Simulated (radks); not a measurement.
The numbers below are computed, except where a source is named.
Q: Ionisation of the manganese ion Mn+, [Ar] 3d5 4s1, to Mn2+, [Ar] 3d5, under several functionals. Scalar-relativistic Kohn-Sham, spin-unpolarised, spherical densities, point nucleus; a radial shooting solver on a logarithmic mesh with Libxc functionals. The NIST Atomic Spectra Database gives 15.640 eV (measured). Rank these functionals by the error of their Delta-SCF ionisation energy: revPBE; XLYP; PBEsol; AM05; LDA (Slater exchange, Perdew-Zunger correlation); HCTH/407; B86b exchange with PBE correlation; LDA (Slater exchange, VWN5 correlation).

A: From best to worst: B86b exchange with PBE correlation 15.624 eV (-0.016); HCTH/407 15.558 eV (-0.082); PBEsol 15.512 eV (-0.128); AM05 15.472 eV (-0.168); XLYP 15.827 eV (+0.187); revPBE 15.442 eV (-0.198); LDA (Slater exchange, VWN5 correlation) 15.869 eV (+0.229); LDA (Slater exchange, Perdew-Zunger correlation) 15.877 eV (+0.237). Spin polarisation and multiplet splitting are left out, so open shells lie too high by an amount that depends on their filling.

Beside tabulated values, note that spin-unpolarised runs miss the spin-polarisation part of the exchange energy of open shells.
